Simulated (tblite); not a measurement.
Parent: `[CH3:1][C@@H:2]1[CH2:3][CH2:4][C:5]1=[S:6]`, C5H8S.

Structures optimised with GFN2-xTB, isolated species. One conformer each, not checked by frequencies here.

```tsv
coordinate of the parent	value
C1–C2	1.521 Å
C2–C3	1.545 Å
C3–C4	1.540 Å
C4–C5	1.498 Å
C5=S6	1.609 Å
C2–C5	1.505 Å
C1–C2–C3	117.6°
C1–C2–C5	115.5°
C3–C2–C5	88.3°
C2–C3–C4	89.8°
C3–C4–C5	88.8°
C4–C5–S6	133.7°
C2–C5–C4	92.9°
C2–C5–S6	133.3°
```

Problem. How does the shared frame change in `[CH3:1][C:2](=[O:3])[C@@:4]1([CH3:5])[CH2:6][CH2:7][C:8]1=[S:9]` with C1–C2–C4–C5 50°, C7H10OS? Atoms pair as C1 = C5, C2 = C4, C3 = C6, C4 = C7, C5 = C8, S6 = S9 (parent first).

Solution. 
```json
{"parent": "C1–C2", "relative": "C5–C4", "value in the relative": "1.524 Å", "change": "+0.003"}
{"parent": "C2–C3", "relative": "C4–C6", "value in the relative": "1.546 Å", "change": "+0.001"}
{"parent": "C3–C4", "relative": "C6–C7", "value in the relative": "1.539 Å", "change": "-0.001"}
{"parent": "C4–C5", "relative": "C7–C8", "value in the relative": "1.493 Å", "change": "-0.005"}
{"parent": "C5=S6", "relative": "C8=S9", "value in the relative": "1.610 Å", "change": "+0.001"}
{"parent": "C2–C5", "relative": "C4–C8", "value in the relative": "1.512 Å", "change": "+0.007"}
{"parent": "C1–C2–C3", "relative": "C5–C4–C6", "value in the relative": "117.2°", "change": "-0.4"}
{"parent": "C1–C2–C5", "relative": "C5–C4–C8", "value in the relative": "114.7°", "change": "-0.8"}
{"parent": "C3–C2–C5", "relative": "C6–C4–C8", "value in the relative": "88.0°", "change": "-0.3"}
{"parent": "C2–C3–C4", "relative": "C4–C6–C7", "value in the relative": "89.8°", "change": "0.0"}
{"parent": "C3–C4–C5", "relative": "C6–C7–C8", "value in the relative": "89.0°", "change": "+0.2"}
{"parent": "C4–C5–S6", "relative": "C7–C8–S9", "value in the relative": "134.6°", "change": "+0.9"}
{"parent": "C2–C5–C4", "relative": "C4–C8–C7", "value in the relative": "92.9°", "change": "0.0"}
{"parent": "C2–C5–S6", "relative": "C4–C8–S9", "value in the relative": "132.4°", "change": "-0.9"}
```

Of the parent's bonds, C2–C5 changes most (+0.007 Å). Bonds of the relative outside the shared frame: C1–C2 1.499, C2=O3 1.203, C2–C4 1.531 Å. Point group C1 → C1.

Problem. How does the shared frame change in `[CH3:1][C@:2]1([S:3](=[O:4])(=[O:5])[O-:6])[CH2:7][CH2:8][C:9]1=[S:10]` (charge -1) with C1–C2–S3–O4 55°, C1–C2–C7–C8 -148°, C2–C7–C8–C9 12°, C7–C8–C9–S10 164°, C1–C2–C9–C8 148°, [C5H7O3S2]-? Atoms pair as C1 = C1, C2 = C2, C3 = C7, C4 = C8, C5 = C9, S6 = S10 (parent first).

Solution. 
| parent | relative | value in the relative | change |
| --- | --- | --- | --- |
| C1–C2 | C1–C2 | 1.499 Å | -0.022 |
| C2–C3 | C2–C7 | 1.527 Å | -0.018 |
| C3–C4 | C7–C8 | 1.540 Å | 0.000 |
| C4–C5 | C8–C9 | 1.504 Å | +0.006 |
| C5=S6 | C9=S10 | 1.626 Å | +0.017 |
| C2–C5 | C2–C9 | 1.443 Å | -0.062 |
| C1–C2–C3 | C1–C2–C7 | 125.5° | +7.9 |
| C1–C2–C5 | C1–C2–C9 | 125.6° | +10.1 |
| C3–C2–C5 | C7–C2–C9 | 90.2° | +1.9 |
| C2–C3–C4 | C2–C7–C8 | 87.6° | -2.2 |
| C3–C4–C5 | C7–C8–C9 | 87.4° | -1.4 |
| C4–C5–S6 | C8–C9–S10 | 132.6° | -1.1 |
| C2–C5–C4 | C2–C9–C8 | 92.2° | -0.7 |
| C2–C5–S6 | C2–C9–S10 | 135.2° | +1.9 |

Of the parent's bonds, C2–C5 changes most (-0.062 Å). Bonds of the relative outside the shared frame: C2–S3 1.919, S3=O4 1.448, S3=O5 1.456, S3–O6 1.452 Å. Point group C1 → C1.

Problem. How does the shared frame change in `[CH3:1][C:2]1([CH3:3])[CH2:4][CH2:5][C:6]1=[S:7]`, C6H10S? Atoms pair as C1 = C3, C2 = C2, C3 = C4, C4 = C5, C5 = C6, S6 = S7 (parent first).

Solution. 
| parent | relative | value in the relative | change |
| --- | --- | --- | --- |
| C1–C2 | C3–C2 | 1.524 Å | +0.003 |
| C2–C3 | C2–C4 | 1.550 Å | +0.005 |
| C3–C4 | C4–C5 | 1.539 Å | -0.001 |
| C4–C5 | C5–C6 | 1.497 Å | -0.001 |
| C5=S6 | C6=S7 | 1.609 Å | 0.000 |
| C2–C5 | C2–C6 | 1.511 Å | +0.006 |
| C1–C2–C3 | C3–C2–C4 | 115.0° | -2.6 |
| C1–C2–C5 | C3–C2–C6 | 113.1° | -2.4 |
| C3–C2–C5 | C4–C2–C6 | 88.1° | -0.2 |
| C2–C3–C4 | C2–C4–C5 | 89.9° | +0.1 |
| C3–C4–C5 | C4–C5–C6 | 89.0° | +0.2 |
| C4–C5–S6 | C5–C6–S7 | 133.8° | +0.1 |
| C2–C5–C4 | C2–C6–C5 | 93.0° | +0.1 |
| C2–C5–S6 | C2–C6–S7 | 133.2° | -0.1 |

Of the parent's bonds, C2–C3 and C2–C5 change most and about equally (+0.005 to +0.006 Å). Bonds of the relative outside the shared frame: C1–C2 1.525 Å. Point group C1 → Cs.

Problem. How does the shared frame change in `[CH3:1][C@:2]1([CH2:3][C:4]#[N:5])[CH2:6][CH2:7][C:8]1=[S:9]` with C1–C2–C3–C4 -63°, C7H9NS? Atoms pair as C1 = C1, C2 = C2, C3 = C6, C4 = C7, C5 = C8, S6 = S9 (parent first).

Solution. 
| parent | relative | value in the relative | change |
| --- | --- | --- | --- |
| C1–C2 | C1–C2 | 1.525 Å | +0.004 |
| C2–C3 | C2–C6 | 1.549 Å | +0.004 |
| C3–C4 | C6–C7 | 1.540 Å | 0.000 |
| C4–C5 | C7–C8 | 1.497 Å | -0.001 |
| C5=S6 | C8=S9 | 1.608 Å | -0.001 |
| C2–C5 | C2–C8 | 1.512 Å | +0.007 |
| C1–C2–C3 | C1–C2–C6 | 114.8° | -2.8 |
| C1–C2–C5 | C1–C2–C8 | 113.0° | -2.5 |
| C3–C2–C5 | C6–C2–C8 | 88.1° | -0.2 |
| C2–C3–C4 | C2–C6–C7 | 89.8° | 0.0 |
| C3–C4–C5 | C6–C7–C8 | 89.0° | +0.2 |
| C4–C5–S6 | C7–C8–S9 | 134.5° | +0.8 |
| C2–C5–C4 | C2–C8–C7 | 92.8° | -0.1 |
| C2–C5–S6 | C2–C8–S9 | 132.7° | -0.6 |

Of the parent's bonds, C2–C5 changes most (+0.007 Å). Bonds of the relative outside the shared frame: C2–C3 1.536, C3–C4 1.439, C4≡N5 1.143 Å. Point group C1 → C1.

Problem. How does the shared frame change in `[CH3:1][C@:2]1([S:3]([CH3:4])(=[O:5])=[O:6])[CH2:7][CH2:8][C:9]1=[S:10]` with C1–C2–S3–C4 60°, C1–C2–C7–C8 -138°, C2–C7–C8–C9 9°, C7–C8–C9–S10 169°, C1–C2–C9–C8 139°, C6H10O2S2? Atoms pair as C1 = C1, C2 = C2, C3 = C7, C4 = C8, C5 = C9, S6 = S10 (parent first).

Solution. 
```
  parent   relative  value in the relative  change
   C1–C2      C1–C2                1.505 Å  -0.016
   C2–C3      C2–C7                1.537 Å  -0.008
   C3–C4      C7–C8                1.541 Å  +0.001
   C4–C5      C8–C9                1.496 Å  -0.002
   C5=S6     C9=S10                1.613 Å  +0.004
   C2–C5      C2–C9                1.483 Å  -0.022
C1–C2–C3   C1–C2–C7                 122.8°    +5.2
C1–C2–C5   C1–C2–C9                 122.4°    +6.9
C3–C2–C5   C7–C2–C9                  89.0°    +0.7
C2–C3–C4   C2–C7–C8                  88.6°    -1.2
C3–C4–C5   C7–C8–C9                  88.4°    -0.4
C4–C5–S6  C8–C9–S10                 135.2°    +1.5
C2–C5–C4   C2–C9–C8                  92.4°    -0.5
C2–C5–S6  C2–C9–S10                 132.5°    -0.8
```

Of the parent's bonds, C2–C5 changes most (-0.022 Å). Bonds of the relative outside the shared frame: C2–S3 1.863, S3–C4 1.815, S3=O5 1.436, S3=O6 1.435 Å. Point group C1 → C1.

All values are computed, not measured.
